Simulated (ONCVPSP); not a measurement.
**Reading a pseudo-wave (S (Z = 16))**

Columns: radius, all-electron u(r) and pseudo u(r) of the 3s shell (level -17.28 eV) of sulfur in the configuration [Ne] 3s2 3p4; LDA (Perdew-Wang 92), scalar-relativistic, ONCV scheme, ONCVPSP 4.0.1.

| r (bohr) | all-electron | pseudo |
| --- | --- | --- |
| 0.072 | 0.1927 | 0.0173 |
| 0.145 | -0.0609 | 0.0376 |
| 0.217 | -0.2900 | 0.0627 |
| 0.290 | -0.4012 | 0.0944 |
| 0.362 | -0.4002 | 0.1324 |
| 0.435 | -0.3200 | 0.1776 |
| 0.507 | -0.1949 | 0.2281 |
| 0.580 | -0.0461 | 0.2849 |
| 0.652 | 0.1050 | 0.3460 |
| 0.725 | 0.2514 | 0.4125 |
| 0.798 | 0.3843 | 0.4822 |
| 0.870 | 0.4985 | 0.5520 |
| 0.942 | 0.5948 | 0.6199 |
| 1.015 | 0.6741 | 0.6833 |
| 1.088 | 0.7360 | 0.7381 |
| 1.160 | 0.7812 | 0.7811 |
| 1.232 | 0.8124 | 0.8120 |
| 1.305 | 0.8315 | 0.8313 |
| 1.378 | 0.8397 | 0.8397 |
| 1.450 | 0.8388 | 0.8388 |
| 1.522 | 0.8304 | 0.8304 |
| 1.595 | 0.8158 | 0.8157 |
| 1.668 | 0.7961 | 0.7960 |
| 1.740 | 0.7729 | 0.7728 |
| 1.812 | 0.7468 | 0.7468 |
| 1.885 | 0.7182 | 0.7182 |

Q: How many radial nodes do the two functions have?

A: The all-electron 3s function has n − l − 1 = 2; the pseudo-wave has 0, since the states of the same l below it are removed with the core.

Q: At about which radius was the pseudo-wave matched?

A: 1.45 bohr. The columns agree to 0.0005 from 1.16 bohr on; several derivatives are matched, so the curves merge somewhat inside the radius.

Q: Is the pseudo-wave norm-conserving?

A: Yes: the ONCV scheme keeps the norm inside the radius equal to the all-electron one, which fixes the energy derivative of the logarithmic derivative at the level.
